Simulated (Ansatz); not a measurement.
Geometry optimisation, Ansatz 0.2.0, DFT LDA, scalar-relativistic, plane waves, PAW.

Input file:

```yaml
accuracy: low
crystal:
  lattice:
    - [0.0, 5.43, 5.43]
    - [5.43, 0.0, 5.43]
    - [5.43, 5.43, 0.0]
  atoms:
    - { symbol: Si, position: [0.0, 0.0, 0.0] }
    - { symbol: Si, position: [0.125, 0.125, 0.125] }
    - { symbol: Si, position: [0.0, 0.0, 0.5] }
    - { symbol: Si, position: [0.125, 0.125, 0.625] }
    - { symbol: Si, position: [0.0, 0.5, 0.0] }
    - { symbol: Si, position: [0.125, 0.625, 0.125] }
    - { symbol: Si, position: [0.0, 0.5, 0.5] }
    - { symbol: Si, position: [0.125, 0.625, 0.625] }
    - { symbol: Si, position: [0.5, 0.0, 0.0] }
    - { symbol: Si, position: [0.625, 0.125, 0.125] }
    - { symbol: Si, position: [0.5, 0.0, 0.5] }
    - { symbol: Si, position: [0.625, 0.125, 0.625] }
    - { symbol: Si, position: [0.5, 0.5, 0.0] }
    - { symbol: Si, position: [0.625, 0.625, 0.125] }
    - { symbol: Si, position: [0.5, 0.5, 0.5] }
    - { symbol: Si, position: [0.625, 0.625, 0.625] }
    - { symbol: Cu, position: [0.0592029, 0.3030866, 0.81963], spin: 1.0 }
magnetization:
  spin_polarized: true
basis:
  ecutwfc: 420.0
kpoints:
  mp_grid: { grid: [2, 2, 2] }
hamiltonian:
  xc: lda
  pseudopotentials: { kind: paw, azcp: { folder: soft_1 } }
scf:
  occupations: { method: fermi_dirac, width: 0.02 }
  lower_state_search: "off"
relax:
  f_tol: 0.08
  max_steps: 25
  adjacent_minimum: "off"
output:
  write_density: true
  write_potential: true
  elf: true
  volumetric_format: npy
```

Run as:

```bash
$ ansatz run input.yaml --threads 2 --pin off --max-ram 5120MiB --backend cpu --events-out ev --progress --plain --runs-dir out
```

Problem. Where does it end, and by what steps?

Solution. The forces met the threshold. Limits of this set-up: coarse k mesh, PAW files made for another functional, a small cell, in which the defect meets its images, low accuracy level. After 3 steps the energy has fallen by 0.404 eV; Si6 moved furthest, 0.17 Å.

| step | energy less start (eV) | largest force component (eV/Å) | accepted |
| --- | --- | --- | --- |
| 0 | 0.0000 | 1.869 | yes |
| 1 | -0.2998 | 0.825 | yes |
| 2 | -0.3971 | 0.162 | yes |
| 3 | -0.4041 | 0.019 | yes |

```xyz
17
Lattice="0.0000 5.4300 5.4300 5.4300 0.0000 5.4300 5.4300 5.4300 0.0000" Properties=species:S:1:pos:R:3
Si -0.047 0.048 -0.071
Si 1.401 1.424 1.309
Si 2.813 2.617 -0.103
Si 4.006 4.029 1.309
Si 2.781 0.047 2.757
Si 3.970 1.460 4.170
Si 5.383 2.650 2.757
Si 6.831 4.030 4.134
Si 0.031 2.726 2.679
Si 1.323 4.107 4.058
Si 2.704 5.399 2.679
Si 4.160 6.700 3.980
Si 2.623 2.808 5.517
Si 4.083 4.107 6.817
Si 5.461 5.399 5.436
Si 6.753 6.778 6.817
Cu 6.118 4.742 2.021
```

The run took 76 s on 2 threads of Arm Neoverse N1 (shared host), peak memory 0.69 GiB.
